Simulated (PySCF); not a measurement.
ClH₆NSi₃. Atoms are numbered in the order given.

```xyz
11

Cl     2.4064     0.3941     0.0000
Si     0.6448    -0.7101     0.0000
Si    -1.0470     0.0472    -1.4499
N     -1.9804     0.3888     0.0000
Si    -1.0470     0.0472     1.4499
H      1.0005    -2.1585     0.0000
H     -1.6989    -0.9526    -2.3557
H     -0.7163     1.2519    -2.2746
H     -2.9269     0.7593     0.0000
H     -0.7163     1.2519     2.2746
H     -1.6989    -0.9526     2.3557
```

Geometry: PBE0-D3(BJ)/def2-SVP. The structure was generated by enumeration, and PubChem lists no compound with its InChIKey, so it may never have been made.

Level of theory: PBE/def2-TZVP run with PySCF.

Symmetry labels are those of the subgroup Cs that the program uses (full group Cs).

Computed valence orbital energies around the gap with their symmetry:
```tsv
orbital	symmetry	energy (eV)
HOMO−7	A"	-9.09
HOMO−6	A'	-8.94
HOMO−5	A'	-8.54
HOMO−4	A"	-8.44
HOMO−3	A"	-8.22
HOMO−2	A'	-7.24
HOMO−1	A'	-6.35
HOMO	A"	-6.20
LUMO	A'	-1.81
LUMO+1	A'	-1.58
LUMO+2	A"	-0.64
LUMO+3	A'	-0.41
```
